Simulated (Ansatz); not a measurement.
Several settings on one geometry of cyclo-(GeH2)3 (Ge3H6) (that of the charge 0 singlet, PBE-D4/def2-SVP). Ansatz on 4 threads of Arm Neoverse V1 on a shared host; times are rough.

```csv
atom,x (Å),y (Å),z (Å)
Ge1,0.068,-0.924,1.073
H2,0.285,-0.512,2.550
H3,-0.060,-2.458,0.901
Ge4,-1.250,0.547,-0.386
H5,-2.178,-0.095,-1.446
H6,-1.842,1.850,0.207
Ge7,1.181,0.377,-0.687
H8,1.727,-0.362,-1.934
H9,2.069,1.578,-0.278
```

Totals from different functionals, basis sets or treatments of relativity can't be compared as stabilities.

The spins typed aren't always the lowest for that charge.

**Question.** Give the basis size and estimate the energy, ⟨S²⟩, dipole and time of these runs.

```
run                       method  charge    state                                                                                                                       further keys
  1  UKS revPBE-D3(BJ)/def2-SVPD       1  doublet                                                                                                                       forces asked
  2          RKS ωPBEh/def2-SVPD       0  singlet                                                        final_grid: {core_spheres: 8, valence_spheres: 7, degree: 23}; forces asked
  3     RKS PBE-D3(BJ)/def2-TZVP       0  singlet  point_charges: [{charge: 0.50, position_ang: [6.618, -0.082, -0.622]}]; scf: {omitted_lower_state_checks: [starts]}; forces asked
  4           RKS B3LYP5/cc-pVDZ       0  singlet                                                                          scf: {omitted_lower_state_checks: [starts]}; forces asked
```

**Answer.** 
```csv
run,functions,energy (Eh),⟨S²⟩,dipole (D),wall time
1,162,-6233.0397,0.75,–,26 s
2,162,-6233.0056,–,0.00,4.3 s
3,180,-6233.6478,–,0.97,2.6 s
4,111,-6234.2321,–,0.00,3.2 s
```
